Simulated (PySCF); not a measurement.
Compound: C₇H₁₁BO₂.
Z-matrix (Å and degrees, PBE0-D3(BJ)/def2-SVP geometry), rows numbered from 1:
```
C 
C   1  1.3419
C   2  1.4535  1  122.78
C   3  1.3519  2  126.74  1   179.71
B   4  1.5576  3  128.64  2    -0.11
O   5  1.3694  4  121.82  3     0.91
C   6  1.4100  5  120.80  4   179.82
C   7  1.5160  6  111.37  5   -27.67
C   8  1.5165  7  109.44  6    52.67
O   5  1.3677  4  116.61  3  -179.24
H   1  1.0928  2  121.74  3  -179.90
H   1  1.0952  2  121.24  3     0.09
H   2  1.0934  1  120.34  3   179.88
H   3  1.0989  2  114.73  1    -0.21
H   4  1.0964  3  116.34  2  -179.84
H   7  1.1013  6  107.81  5  -149.90
H   7  1.1058  6  109.04  5    94.18
H   8  1.1013  7  110.46  6   174.54
H   8  1.1033  7  109.50  6   -67.46
H   9  1.1058  8  110.22  7    69.16
H   9  1.1015  8  111.13  7  -172.37
```

Level: PBE0/pcSseg-1 in PySCF, non-relativistic, on one gas-phase PBE0-D3(BJ)/def2-SVP geometry that isn't relaxed in the solvent. The solvent is an IEF-PCM continuum (van der Waals radii × 1.2). Specific hydrogen bonds and non-electrostatic terms are outside this model.

```json
{"run": "gas", "E − E(gas) (kcal/mol)": "0.00", "HOMO (eV)": "-6.55", "HOMO–LUMO gap (eV)": "5.41", "dipole (D)": "2.72"}
{"run": "P", "E − E(gas) (kcal/mol)": "-2.36", "HOMO (eV)": "-6.65", "HOMO–LUMO gap (eV)": "5.42", "dipole (D)": "2.99"}
{"run": "Q", "E − E(gas) (kcal/mol)": "-5.16", "HOMO (eV)": "-6.80", "HOMO–LUMO gap (eV)": "5.43", "dipole (D)": "3.23"}
```

Problem. The runs were made in acetone and benzene. Which run belongs to which solvent?

Solution. P = benzene, Q = acetone. The dielectric constants are 2.271 (benzene), 20.49 (acetone), and the energy falls further as ε rises. In this model the ground state sees the solvent through ε alone.

Problem. How constant is the ratio of the lowering to (ε − 1)/(2ε + 1)?

Solution. 
```csv
solvent,(ε − 1)/(2ε + 1),E − E(gas) (kcal/mol),ratio (kcal/mol),polarisation term (kcal/mol)
benzene,0.229,-2.36,-10.3,-2.51
acetone,0.464,-5.16,-11.1,-5.93
```

The ratio changes by +8.2 % in size from benzene to acetone. The polarisation term is half the interaction of the solute with the induced surface charges.

On one thread, Arm Neoverse V2 (aarch64), no GPU, shared host with 96 logical CPUs at a one-minute load of 68, this took 43 s and 1.2 GiB of memory at its peak. This is the whole shielding run at PBE0/pcSseg-1 in acetone, SCF included.
